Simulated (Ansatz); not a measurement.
Gas-phase electronic energies from Ansatz, PBE0-D4/def2-TZVP geometries. CBS: MP2 limit from def2 TZ/QZ plus the TZ coupled-cluster correction, frozen cores. Functionals use def2-TZVPP. B3LYP here is the variant with VWN-RPA as its local correlation; programs differ in this. Each species was taken in one conformer, which may not be the lowest.

Reaction (redistribution): `O[SiH2]S[SiH](O)O` + `C=C[SiH2][SiH2]S` → `C=C[SiH](O)S[SiH2]O` + `O[SiH2][SiH2]S`

**Question.** Is it downhill or uphill in electronic energy at CCSD(T)/CBS, and by how much? (An estimate is asked.)

**Answer.** Ansatz gave: Uphill: ΔE = +25.9 kJ/mol.

**Question.** What do these levels give: PBE-D4, PBE0-D4, B3LYP-D4, PBE, SCS-MP2/def2-QZVPP, HF/CBS(def2)? (Best estimate.)

**Answer.** Computed: PBE-D4 25.0, PBE0-D4 26.5, B3LYP-D4 24.3, PBE 24.9, SCS-MP2/def2-QZVPP 25.2, HF/CBS(def2) 25.9 kJ/mol.

Largest T1 diagnostic among the species: 0.012.
